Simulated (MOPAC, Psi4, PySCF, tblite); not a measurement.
Approach curve of the dimer CH4 ··· CH5N (SMILES C and CN). Monomers: optimised at B3LYP-D3(BJ) (def2-TZVP), held rigid. Orientation: a random orientation, not optimised. Only R, the distance of the centres of mass, is varied, so the lowest point isn't the relaxed dimer.

Geometry at R = 3.85 Å (first 5 atoms: monomer A):
```
12

C      0.0000     0.0000     0.0000
H     -0.6152    -0.8000    -0.4097
H     -0.4095     0.9633    -0.3009
H      0.0071    -0.0679     1.0870
H      1.0176    -0.0955    -0.3763
C     -0.2269    -1.8956    -3.2305
N      0.6057    -0.9134    -3.9238
H     -0.1559    -2.8544    -3.7464
H      0.1580    -2.0432    -2.2202
H     -1.2910    -1.6334    -3.1509
H      0.2759    -0.7675    -4.8702
H      0.5665    -0.0157    -3.4564
```

Computed with: RHF/3-21G = restricted Hartree-Fock/3-21G, no counterpoise correction (PySCF); GFN2-xTB (tblite); PM7, restricted, heats of formation (MOPAC); SAPT0/jun-cc-pVDZ, frozen core (Psi4).

Interaction energies in kJ/mol; the last columns give the difference from SAPT0:

```json
[
 {"R / Å": "3.21", "RHF/3-21G": "28.20", "GFN2-xTB": "18.59", "PM7": "7.12", "SAPT0/jun-cc-pVDZ": "18.15", "RHF/3-21G − SAPT0/jun-cc-pVDZ": "10.05", "GFN2-xTB − SAPT0/jun-cc-pVDZ": "0.44", "PM7 − SAPT0/jun-cc-pVDZ": "-11.03"},
 {"R / Å": "3.41", "RHF/3-21G": "13.80", "GFN2-xTB": "6.72", "PM7": "0.38", "SAPT0/jun-cc-pVDZ": "7.72", "RHF/3-21G − SAPT0/jun-cc-pVDZ": "6.08", "GFN2-xTB − SAPT0/jun-cc-pVDZ": "-1.00", "PM7 − SAPT0/jun-cc-pVDZ": "-7.34"},
 {"R / Å": "3.63", "RHF/3-21G": "5.72", "GFN2-xTB": "0.72", "PM7": "-2.30", "SAPT0/jun-cc-pVDZ": "2.20", "RHF/3-21G − SAPT0/jun-cc-pVDZ": "3.52", "GFN2-xTB − SAPT0/jun-cc-pVDZ": "-1.48", "PM7 − SAPT0/jun-cc-pVDZ": "-4.51"},
 {"R / Å": "3.85", "RHF/3-21G": "1.89", "GFN2-xTB": "-1.59", "PM7": "-3.02", "SAPT0/jun-cc-pVDZ": "-0.13", "RHF/3-21G − SAPT0/jun-cc-pVDZ": "2.02", "GFN2-xTB − SAPT0/jun-cc-pVDZ": "-1.45", "PM7 − SAPT0/jun-cc-pVDZ": "-2.89"},
 {"R / Å": "4.08", "RHF/3-21G": "0.15", "GFN2-xTB": "-2.24", "PM7": "-3.00", "SAPT0/jun-cc-pVDZ": "-0.98", "RHF/3-21G − SAPT0/jun-cc-pVDZ": "1.13", "GFN2-xTB − SAPT0/jun-cc-pVDZ": "-1.25", "PM7 − SAPT0/jun-cc-pVDZ": "-2.02"},
 {"R / Å": "4.26", "RHF/3-21G": "-0.38", "GFN2-xTB": "-2.21", "PM7": "-2.78", "SAPT0/jun-cc-pVDZ": "-1.14", "RHF/3-21G − SAPT0/jun-cc-pVDZ": "0.75", "GFN2-xTB − SAPT0/jun-cc-pVDZ": "-1.07", "PM7 − SAPT0/jun-cc-pVDZ": "-1.65"},
 {"R / Å": "4.57", "RHF/3-21G": "-0.54", "GFN2-xTB": "-1.81", "PM7": "-2.29", "SAPT0/jun-cc-pVDZ": "-1.01", "RHF/3-21G − SAPT0/jun-cc-pVDZ": "0.47", "GFN2-xTB − SAPT0/jun-cc-pVDZ": "-0.80", "PM7 − SAPT0/jun-cc-pVDZ": "-1.28"},
 {"R / Å": "4.88", "RHF/3-21G": "-0.39", "GFN2-xTB": "-1.35", "PM7": "-1.80", "SAPT0/jun-cc-pVDZ": "-0.77", "RHF/3-21G − SAPT0/jun-cc-pVDZ": "0.38", "GFN2-xTB − SAPT0/jun-cc-pVDZ": "-0.58", "PM7 − SAPT0/jun-cc-pVDZ": "-1.03"},
 {"R / Å": "5.31", "RHF/3-21G": "-0.18", "GFN2-xTB": "-0.86", "PM7": "-1.19", "SAPT0/jun-cc-pVDZ": "-0.50", "RHF/3-21G − SAPT0/jun-cc-pVDZ": "0.32", "GFN2-xTB − SAPT0/jun-cc-pVDZ": "-0.37", "PM7 − SAPT0/jun-cc-pVDZ": "-0.69"},
 {"R / Å": "6.06", "RHF/3-21G": "-0.05", "GFN2-xTB": "-0.39", "PM7": "-0.48", "SAPT0/jun-cc-pVDZ": "-0.23", "RHF/3-21G − SAPT0/jun-cc-pVDZ": "0.18", "GFN2-xTB − SAPT0/jun-cc-pVDZ": "-0.16", "PM7 − SAPT0/jun-cc-pVDZ": "-0.25"},
 {"R / Å": "7.05", "RHF/3-21G": "-0.02", "GFN2-xTB": "-0.16", "PM7": "-0.25", "SAPT0/jun-cc-pVDZ": "-0.09", "RHF/3-21G − SAPT0/jun-cc-pVDZ": "0.07", "GFN2-xTB − SAPT0/jun-cc-pVDZ": "-0.06", "PM7 − SAPT0/jun-cc-pVDZ": "-0.16"},
 {"R / Å": "8.36", "RHF/3-21G": "-0.01", "GFN2-xTB": "-0.06", "PM7": "-0.08", "SAPT0/jun-cc-pVDZ": "-0.03", "RHF/3-21G − SAPT0/jun-cc-pVDZ": "0.03", "GFN2-xTB − SAPT0/jun-cc-pVDZ": "-0.03", "PM7 − SAPT0/jun-cc-pVDZ": "-0.05"}
]
```

RHF/3-21G is furthest from SAPT0/jun-cc-pVDZ at 3.21 (10.05 kJ/mol, above); its mean absolute difference over the points is 2.08 kJ/mol.

GFN2-xTB is furthest from SAPT0/jun-cc-pVDZ at 3.63 (-1.48 kJ/mol, below); its mean absolute difference over the points is 0.73 kJ/mol.

PM7 is furthest from SAPT0/jun-cc-pVDZ at 3.21 (-11.03 kJ/mol, below); its mean absolute difference over the points is 2.74 kJ/mol.
